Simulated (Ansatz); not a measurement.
Isolated molecules relaxed with PBE0-D4/def2-TZVP in Ansatz; ΔE leaves out vibrations. CBS: MP2 limit from def2 TZ/QZ plus the TZ coupled-cluster correction, frozen cores. Functionals use def2-TZVPP. B3LYP here is the variant with VWN-RPA as its local correlation; programs differ in this. For Ge outer-core shells are correlated without core-valence functions, which leaves a few kJ/mol of doubt a bond. Scalar relativity is left out up to krypton. One conformer a species, not always the lowest.

Consider the redistribution: `O[Si](O)(F)N[SiH2]Cl` + `F[SiH](Cl)[NH][GeH2][Cl]` → `O[Si](O)(F)N[SiH2]F` + `[Cl][GeH2][NH][SiH](Cl)Cl`.

Question: Is it downhill or uphill in electronic energy at CCSD(T)/CBS, and by how much? (Estimate.)

Answer: The calculation gave: Uphill: ΔE = +5.1 kJ/mol.

Question: What do these levels give: PBE0-D4, PBE0, B3LYP, SCS-MP2/def2-TZVPP, CCSD/def2-TZVPP, HF/def2-QZVPP? (An estimate is asked.)

Answer: Ansatz gave: PBE0-D4 6.7, PBE0 6.4, B3LYP 6.0, SCS-MP2/def2-TZVPP 4.6, CCSD/def2-TZVPP 6.2, HF/def2-QZVPP 7.7 kJ/mol.

Largest T1 diagnostic among the species: 0.011.
